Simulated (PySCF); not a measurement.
# ECD: `C=C(/C=C/[O-])[C@@H]1C[C@@H]1N`, [C7H10NO]-, charge -1

Geometry:
```
atom   x (Å)   y (Å)   z (Å)
  C1  -1.053  -1.744  -0.691
  C2  -0.445  -0.537  -0.631
  C3  -1.023   0.653  -1.148
  C4  -0.443   1.906  -1.170
  O5  -0.942   2.971  -1.600
  C6   0.897  -0.442   0.032
  C7   1.173  -1.194   1.310
  C8   1.027   0.295   1.342
  N9  -0.111   0.891   1.992
 H10  -2.018  -1.865  -1.156
 H11  -0.595  -2.641  -0.302
 H12  -2.015   0.560  -1.578
 H13   0.599   1.963  -0.756
 H14   1.730  -0.346  -0.660
 H15   0.368  -1.779   1.730
 H16   2.153  -1.624   1.469
 H17   1.924   0.887   1.508
 H18  -0.322   1.765   1.511
 H19  -0.914   0.290   1.821
```

Total charge -1.

The calculation used PySCF 2.14.0, TDDFT BHandHLYP/def2-SVPD circular dichroism and optical rotation, one conformer, gas phase. Geometry: GFN2-xTB.

The molecule is flexible and this is one conformer; a measurement averages over conformers. For a gas-phase anion, states above the detachment energy (about 1.2 eV, taken as minus the energy of the highest occupied orbital) lie in the continuum and depend on the basis.

Task: What are the CIP labels of the stereocentres?

Result: C6 S, C8 S.

Task: Which excitations and rotatory strengths does the calculation give?

Result: Rotatory strengths R in 10⁻⁴⁰ esu² cm², velocity form and length form (origin at the centre of mass); f in length form.
```csv
state,E (eV),λ (nm),f,R (velocity),R (length),main
1,3.84,323,0.010,+7.2,+5.9,"HOMO→LUMO 0.75, HOMO→LUMO+2 0.12"
2,4.03,307,0.096,+5.5,+1.3,"HOMO→LUMO+1 0.82, HOMO→LUMO 0.12"
3,4.49,276,0.225,-29.9,-26.9,"HOMO→LUMO+2 0.58, HOMO→LUMO+3 0.29"
4,4.56,272,0.005,+3.8,+3.1,"HOMO→LUMO+3 0.55, HOMO→LUMO+2 0.21"
5,5.07,245,0.0005,-3.9,-4.0,"HOMO−1→LUMO+3 0.20, HOMO−1→LUMO+2 0.19"
6,5.14,241,0.128,-41.5,-46.2,"HOMO→LUMO+4 0.37, HOMO→LUMO+5 0.26"
7,5.19,239,0.009,+10.5,+7.0,"HOMO→LUMO+5 0.54, HOMO→LUMO+4 0.31"
8,5.23,237,0.118,+6.9,+14.3,"HOMO→LUMO+6 0.49, HOMO→LUMO+4 0.19"
9,5.51,225,0.001,+3.3,+4.1,"HOMO→LUMO+7 0.74, HOMO→LUMO+6 0.18"
10,5.89,210,0.015,+18.4,+19.1,"HOMO−1→LUMO 0.43, HOMO−1→LUMO+3 0.25"
11,5.94,209,0.005,-3.9,-4.5,HOMO→LUMO+8 0.92
12,6.05,205,0.025,+4.9,+3.2,"HOMO→LUMO+11 0.52, HOMO→LUMO+10 0.36"
13,6.31,197,0.020,-11.6,-12.2,HOMO−2→LUMO 0.55
14,6.42,193,0.002,+0.1,+1.0,HOMO→LUMO+9 0.72
15,6.47,192,0.028,+6.5,+8.1,"HOMO−1→LUMO+1 0.49, HOMO−1→LUMO 0.24"
16,6.50,191,0.015,+9.0,+6.9,"HOMO→LUMO+10 0.43, HOMO→LUMO+11 0.26"
```

Among the states computed, the strongest CD band (largest |R|) is state 6. The largest dissymmetry factor in size, g = 4R/(D+G), with D and G the electric and magnetic dipole strengths, is -0.05 for state 5 (velocity form, f = 0.0006), among bands with |R| over 0.5. The mirror image has the same energies and oscillator strengths and all R with the opposite sign.
